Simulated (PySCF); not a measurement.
Method: B3LYP-D3(BJ)/def2-TZVP // BP86-D3(BJ)/def2-SVP (PySCF). All species are isolated molecules in the gas phase. One relaxed conformer stands for a flexible species; it need not be the lowest. B3LYP has the VWN-RPA correlation part, as in Gaussian. 

Reference species: [Hf(H)4] (neutral, multiplicity 1).

| Quantity | Result |
|---|---|
| HOMO | -8.27 eV |
| coordination number | 4 |
| mean distance from the central atom to its bonded neighbours | 1.854 Å |
| HOMO–LUMO gap | 5.91 eV |

After one change: the HOMO rises by 0.65 eV; the coordination number hardly moves; the mean distance from the central atom to its bonded neighbours increases by 0.584 Å; the HOMO–LUMO gap falls by 0.63 eV.

Question: Name the change that produced these shifts. The new species is one of these.
A. [Hf(SH)4]
B. [Hf(H)2(SH)2]
C. [Hf(H)3(SH)]

Answer: A, [Hf(SH)4]
